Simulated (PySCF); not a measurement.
**Basis-set dependence of excited states**

C4H9Al.
Atom-mapped SMILES: `[CH3:1][AlH:2][CH:3]1[CH2:4][CH2:5]1` (hydrogens: H6, H7, H8 on C1; H9 on Al2; H10 on C3; H11, H12 on C4; H13, H14 on C5)

Structure used (PBE0-D3(BJ)/def2-SVP), in Å, numbered top down from 1:
```xyz
14
C4H9Al angstrom
C      2.735   -0.285    0.019
Al     0.962    0.502    0.288
C     -0.675   -0.397   -0.237
C     -1.861    0.420   -0.733
C     -1.936   -0.226    0.600
H      3.554    0.443    0.136
H      2.912   -1.093    0.751
H      2.827   -0.748   -0.978
H      0.780    1.933    0.977
H     -0.597   -1.384   -0.711
H     -1.770    1.511   -0.778
H     -2.458   -0.003   -1.547
H     -1.897    0.412    1.490
H     -2.585   -1.099    0.716
```

TDDFT with PBE0 (PySCF), vertical singlets, core orbitals frozen in the response, spherical d and f functions. Geometry: PBE0-D3(BJ)/def2-SVP, one conformer, isolated molecule.

Q: Compare 6-31G*, 6-31+G*, def2-SVP, def2-SVPD, aug-cc-pVDZ, def2-TZVP and def2-TZVPD for this molecule.

A: 

```tsv
basis	functions	diffuse	S1 (eV)	S2 (eV)	S3 (eV)	S4 (eV)	S5 (eV)	LUMO (eV)	α (au)
6-31G*	92	no	5.07	5.59	6.30	6.76	7.31	-0.69	63.1
6-31+G*	112	yes	5.09	5.58	6.28	6.38	6.75	-0.88	71.0
def2-SVP	119	no	5.19	5.62	6.44	6.87	7.28	-0.75	65.3
def2-SVPD	176	yes	5.19	5.60	6.42	6.64	6.86	-0.83	74.8
aug-cc-pVDZ	200	yes	5.09	5.53	6.27	6.34	6.63	-0.93	76.9
def2-TZVP	215	no	5.15	5.60	6.37	6.82	6.92	-0.82	73.2
def2-TZVPD	272	yes	5.14	5.59	6.34	6.45	6.80	-0.85	76.3
```

States are compared by their number. Against the largest diffuse basis here (def2-TZVPD, itself not a converged limit), sets without diffuse functions differ by up to 0.07 eV in S1 and 0.51 eV in S5; the smaller diffuse sets differ by up to 0.05 and 0.17 eV. State by state, the largest deviation of a set without diffuse functions is S1 0.07, S2 0.03, S3 0.10, S4 0.43, S5 0.51 eV. The same number needn't mean the same state in each row. Against def2-TZVPD the polarisability deviates by -17% in 6-31G*, -7% in 6-31+G*, -15% in def2-SVP, -2% in def2-SVPD, +1% in aug-cc-pVDZ, -4% in def2-TZVP. A single + in a Pople set puts diffuse functions on heavy atoms only.
